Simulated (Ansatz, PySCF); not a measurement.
Ways to break one bond of FB(F)B(F)F:

A. FB(F)B(F)F [difluoroboranyl(difluoro)borane] → F atom + F[B]B(F)F
B. FB(F)B(F)F [difluoroboranyl(difluoro)borane] -> 2 F[B]F

Quantity: bond dissociation energy (enthalpy at 298 K, with B3LYP-D3(BJ) rigid-rotor harmonic-oscillator terms), kJ/mol. Each molecule is optimised on its own at B3LYP-D3(BJ)/def2-TZVP (Ansatz, a first-principles code), one conformer each, not searched for the lowest. Frequencies are from Ansatz or PySCF. Correlated levels leave the core frozen unless marked. Open shells are spin-unrestricted. Spin-orbit coupling is left out. Non-relativistic. CBS marks a two-point X^-3 extrapolation of the correlation energy; Hartree-Fock from the larger set. [CCSD(T)-MP2]/basis is that difference in the basis named.

|  | B3LYP-D4/def2-TZVPD (Ansatz + dftd4) | PBE0-D3(BJ)/def2-TZVPD (Ansatz + dftd3) | TPSSh/def2-TZVPD (PySCF) | RI-MP2/CBS(cc-pVTZ,cc-pVQZ)+[CCSD(T)-MP2]/cc-pVTZ (Ansatz) |
|---|---|---|---|---|
| A | 680.1 | 676.1 | 666.3 | … |
| B | 415.2 | 413.2 | 400.5 | … |

Question: Complete the blanks.

Answer: 
- A, RI-MP2/CBS(cc-pVTZ,cc-pVQZ)+[CCSD(T)-MP2]/cc-pVTZ (Ansatz): 708.2
- B, RI-MP2/CBS(cc-pVTZ,cc-pVQZ)+[CCSD(T)-MP2]/cc-pVTZ (Ansatz): 434.5
